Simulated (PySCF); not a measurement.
Molecule: SMILES N#Cc1cccs1, C₅H₃NS.

Structure with atom numbers: `[N:1]#[C:2][c:3]1[cH:4][cH:5][cH:6][s:7]1`. Hydrogens are named by the atom that carries them.

Geometry PBE0-D3(BJ)/def2-SVP throughout; GIAO in PySCF 2.14.0 with density-fitted response routines, gas phase, one conformer, non-relativistic; equivalent atoms averaged; functional PBE0.

For orientation, 6-31G gives these shifts δ (against NH3, TMS at the same level): N1 289.1, C6 134.6, C4 132.0, C3 117.3, C5 122.0, C2 111.6, H(C6) 7.39, H(C4) 7.70, H(C5) 7.20 ppm.

A run gave: N1 330.8, C6 140.0, C4 142.5, C3 119.1, C5 131.9, C2 118.7, H(C6) 7.35, H(C4) 7.60, H(C5) 7.18 ppm (shifts δ (against NH3, TMS at the same level)).

Which basis set was used in that run?
A. pcSseg-0
B. pcSseg-1
C. pcSseg-2
D. 6-31G*
E. IGLO-III

Results:

B. C3 tells them apart best: pcSseg-1 gives 119.1, 6-31G* gives 110.9, IGLO-III gives 122.8, pcSseg-2 gives 124.0, pcSseg-0 gives 127.7 ppm.
